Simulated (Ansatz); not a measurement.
H9NOSi3, SMILES `N[SiH]([SiH3])O[SiH3]` from Hartree–Fock to CCSD(T)

Cartesian coordinates in Å:
```
N 0.9899 0.9239 -1.4866
Si -0.4516 0.2542 -0.8623
Si -0.1967 -2.0745 -0.8603
O -0.8502 0.7332 0.6613
Si -0.2579 1.1067 2.1361
H 1.0302 1.8573 -1.8613
H 1.8999 0.5848 -1.2236
H -1.5559 0.7329 -1.7305
H -1.2907 -2.7395 -0.1018
H -0.1794 -2.6154 -2.2465
H 1.0973 -2.4295 -0.2082
H -0.6428 2.4967 2.4895
H -0.8187 0.1719 3.1444
H 1.2266 0.9975 2.1498
```

The species carries charge 0 and has multiplicity 1. The geometry is a stationary point of PBE0-D4/def2-TZVP. It is one conformer, not always the lowest. Frozen core, restricted reference, Ansatz. CBS rows extrapolate triple and quadruple zeta; past MP2 they add the triple-zeta difference.

```json
{"basis": "def2-TZVPP", "HF (Eh)": "?", "MP2 corr.": "?", "CCSD corr.": "-0.88893", "(T)": "?", "CCSD(T) total": "?"}
{"basis": "def2-QZVPP", "HF (Eh)": "-1001.60394", "MP2 corr.": "-0.88723", "CCSD corr.": "–", "(T)": "–", "CCSD(T) total": "–"}
{"basis": "CBS(def2)", "HF (Eh)": "?", "MP2 corr.": "-0.93393", "CCSD corr.": "-0.99867", "(T)": "as TZ", "CCSD(T) total": "?"}
```

(1) Fill in the withheld values. (An estimate is asked.)

## Answers

(1) Computed: def2-TZVPP HF (Eh): -1001.56917; def2-TZVPP MP2 corr.: -0.82419; def2-TZVPP (T): -0.03108; def2-TZVPP CCSD(T) total: -1002.48918; CBS(def2) HF (Eh): -1001.60873; CBS(def2) CCSD(T) total: -1002.63848.
